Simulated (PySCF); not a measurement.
# Static response to an electric field

Compound: C₄H₁₁As.
Structure used (PBE0-D3(BJ)/def2-SVP), in Å, numbered top down from 1:
```xyz
16
C4H11As angstrom
C      2.3966   -0.3964    0.1072
As     1.0380    0.8846    0.7327
C     -0.5547    0.0426   -0.1181
C     -0.9317   -1.2243    0.6370
C     -1.7021    1.0410   -0.1661
H      3.3934    0.0557    0.2097
H      2.2396   -0.6879   -0.9412
H      2.3654   -1.2943    0.7407
H      1.2649    1.8886   -0.3970
H     -0.2605   -0.2234   -1.1473
H     -1.8027   -1.7140    0.1701
H     -0.1119   -1.9591    0.6526
H     -1.2002   -1.0000    1.6827
H     -2.5903    0.5937   -0.6431
H     -1.4385    1.9454   -0.7361
H     -1.9989    1.3583    0.8473
```

Level: CAM-B3LYP/def2-SVPD (PySCF), static field, nuclei fixed, core orbitals frozen in the response. The polarisability tensor in these axes (au):

```
x   95.92 -0.45  1.44
y   -0.45 82.28 -0.11
z    1.44 -0.11 72.13
```

**Question.** Give the principal values, the mean and the anisotropy Δα = √{½[(α1 − α2)² + (α2 − α3)² + (α1 − α3)²]}.

**Answer.** Principal values 72.05, 82.27 and 96.02 au; mean 83.45 au = 12.37 Å³ = 13.76 × 10⁻⁴⁰ C²·m²/J; Δα = 20.84 au (25 % of the mean).

**Question.** What is the dipole moment, and where does it point?

**Answer.** (-0.18, -0.76, -0.83) D, 1.14 D in size, pointing from the negative to the positive side. Measured along this direction, the outermost atoms are As2, H16 and H9 at the negative end and H11 at the positive end.

**Question.** Give the principal axes and the span of the nuclei along them.

**Answer.** Largest value along (1.00, -0.03, 0.06), where the nuclei span 6.04 Å; middle along (0.03, 1.00, -0.01), 3.90 Å; least along (-0.06, 0.01, 1.00), 2.87 Å. The response follows the extents in order.

**Question.** Rayleigh depolarisation ratio (linearly polarised light, static tensor)?

**Answer.** ρ = 3Δα²/(45ᾱ² + 4Δα²) = 1303.0/(313344 + 1737.3) = 0.00414.

**Question.** Find the Langevin capture rate constant for NO+ (29.998 u) meeting this molecule (134.008 u), k = 2.342 × 10⁻⁹ cm³/s × √(α in Å³ / reduced mass in u).

**Answer.** The reduced mass is 24.51 u, so k = 1.66 × 10⁻⁹ cm³/s. The formula leaves out the permanent dipole, which adds to the capture rate.

**Question.** Estimate the molar refractivity from the static electronic polarisability.

**Answer.** Lorentz–Lorenz: R = (4π/3)N_A α = 2.5225 cm³/(mol·Å³) × 12.37 Å³ = 31.2 cm³/mol, in the limit of long wavelengths.

**Question.** Refractivity n − 1 of an ideal gas of it at 500 K and 1 atm, from the electronic α?

**Answer.** N = p/kT = 1.4678 × 10¹⁹ cm⁻³, so n − 1 = 2π × N × 12.37 × 10⁻²⁴ cm³ = 1140 × 10⁻⁶ at long wavelengths.

Isolated species at its PBE0-D3(BJ)/def2-SVP geometry (one conformer only). The calculation is non-relativistic, for arsenic too.
